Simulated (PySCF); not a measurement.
## C5H4ClO: g tensor and hyperfine couplings

C5H4ClO (doublet state).
Numbering: `[O:1]=[C:2]1[CH:3][CH:4]=[C:5]1[CH2:6][Cl:7]` (hydrogens: H8 on C3; H9 on C4; H10, H11 on C6)

Geometry (GFN2-xTB, Å), atoms numbered from 1 in this order:
```
atom  x, y, z in Å
O1     0.5728    1.6966   -1.6494
C2     0.7143    0.8404   -0.8311
C3     1.8541    0.2334   -0.0654
C4     0.9622   -0.6144    0.5739
C5    -0.1812   -0.1265   -0.1005
C6    -1.6155   -0.3345   -0.0078
Cl7   -2.2680    0.5939    1.4416
H8     2.9110    0.3973   -0.0232
H9     1.0869   -1.3781    1.3203
H10   -1.8862   -1.3721    0.1852
H11   -2.1451    0.0665   -0.8698
```

The hyperfine couplings belong to this conformer and change with its torsions.

Computed with PySCF 2.14.0, UKS B3LYP, pcH-1 on C Cl H O, non-relativistic, mean-field spin-orbit, GIAO. The structure is a single GFN2-xTB conformer in the gas phase; no vibrational or solvent corrections. A GFN2-xTB geometry isn't a minimum of the functional, and hyperfine couplings can be far from their values at a DFT geometry. Stability of the SCF solution: not tested. ⟨S²⟩ is 0.773 where a pure state has 0.75.

```json
{"g1, g2, g3": "2.00180, 2.00229, 2.00399", "g_iso": "2.00269", "Form of g": "rhombic: the two nearest values differ by 22 % of g3 − g1", "⟨S²⟩": "0.7728 (exact 0.7500)", "HOMO–LUMO gap, α and β orbitals": "3.98, 4.35 eV", "Total energy": "-728.27792 Eh", "Basis functions": "225"}
```

Hyperfine couplings atom by atom, in MHz; T1 to T3 are the principal values of the dipolar part; ρ(0) is the spin density at the nucleus:

```tsv
atom	isotope	a_iso	of which spin–orbit	T1	T2	T3	Mulliken spin population	ρ(0) (bohr⁻³)
O1	17O	-0.4	0.0	-7.4	1.9	5.5	0.02	0.0006
C2	13C	-35.7	0.0	-2.9	-0.3	3.2	-0.08	-0.0317
C3	13C	53.3	-0.1	-47.3	-45.7	93.0	0.60	0.0474
C4	13C	-44.3	0.0	-24.9	11.7	13.2	-0.23	-0.0394
C5	13C	64.4	0.0	-54.2	-53.2	107.4	0.65	0.0573
C6	13C	-7.5	-0.1	-2.9	-0.1	2.9	-0.04	-0.0067
Cl7	35Cl	34.8	0.7	-20.5	-19.2	39.6	0.09	0.0777
H8	1H	-41.5	0.0	-23.4	-0.5	23.9	-0.02	-0.0093
H9	1H	9.1	0.0	-3.9	0.1	3.8	0.01	0.0020
H10	1H	25.7	0.0	-4.4	-2.0	6.4	0.01	0.0058
H11	1H	7.4	0.0	-4.3	-2.5	6.8	0.00	0.0017
```

The Mulliken spin populations are largest on C5 (+0.65), C3 (+0.60), C4 (-0.23) and Cl7 (+0.09). The positive populations add up to 1.37 and the negative ones to -0.37, together 2S = 1. The angles at C5 add up to 359.6°, so it is planar.

The SMILES `O=C1[CH]C=C1CCl` draws the unpaired electron on C3, whose computed spin population is only +0.60.

Axes: g1 points within 12° of the C4–H9 bond.

Under fast tumbling the dipolar parts average out, and these isotropic splittings remain: 1 × 1H (H8, I = 1/2, 2 lines) with 1.48 mT, 1 × 35Cl (Cl7, I = 3/2, 4 lines) with 1.24 mT, 2 × 1H (H10/H11, I = 1/2, 3 lines) with 0.59 mT and 1 × 1H (H9, I = 1/2, 2 lines) with 0.33 mT.

Nuclei that the bonding pattern makes equivalent are averaged, as if the motion that swaps them (rotation, inversion, ring flip) were fast. The 1H value of +16.6 MHz is a mean of couplings from 7.4 to 25.7 MHz in this one geometry, not an average over conformers.

Main isotope only: 35Cl (natural samples also hold 24 % 37Cl, magnetic too, which adds its own pattern).

The 13C coupling of C5 (64.4 MHz) shows only in satellite lines or after enrichment, since that isotope makes up about 1.07 % of natural carbon.

Examples of negative spin density at the nucleus (bohr⁻³): C4 (-0.0394), C2 (-0.0317) and H8 (-0.0093).

On one thread, Arm Neoverse V2 (aarch64), shared host with 96 logical CPUs at a one-minute load of 44, this took 46 s (with the writing of density and orbital grids) and 0.88 GiB of memory at its peak.
